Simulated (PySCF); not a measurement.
C₂H₄Cl₂Si₂. Atoms are numbered in the order given.

```xyz
10

C      2.0102     2.3627     0.0000
C      1.1741     1.4779     0.0000
Si     0.0016     0.0822     0.0000
Si     1.0719    -1.9945     0.0000
Cl    -1.1985     0.2311     1.6888
Cl    -1.1985     0.2311    -1.6888
H      2.7422     3.1504     0.0000
H      1.9203    -2.1083    -1.2202
H      0.0336    -3.0627     0.0000
H      1.9203    -2.1083     1.2202
```
Charge 0, spin multiplicity 1.

Coordinates come from a B3LYP-D3(BJ)/def2-SVP optimisation. This is a generated structure with no PubChem entry under its InChIKey; it may be hypothetical.

Vertical ionisation energy (IE) and electron affinity (EA) in eV. Rows of orbital energies are one-electron estimates. Where ΔSCF, EOM or ADC give a negative EA the extra electron is unbound and the value depends on the basis.

| level | IE | EA |
|---|---|---|
| −ε(HOMO), −ε(LUMO), PBE0/def2-TZVP (PySCF) | 8.30 | 1.13 |
| −ε(HOMO), −ε(LUMO), PBE/def2-TZVP (PySCF) | 7.14 | 2.01 |
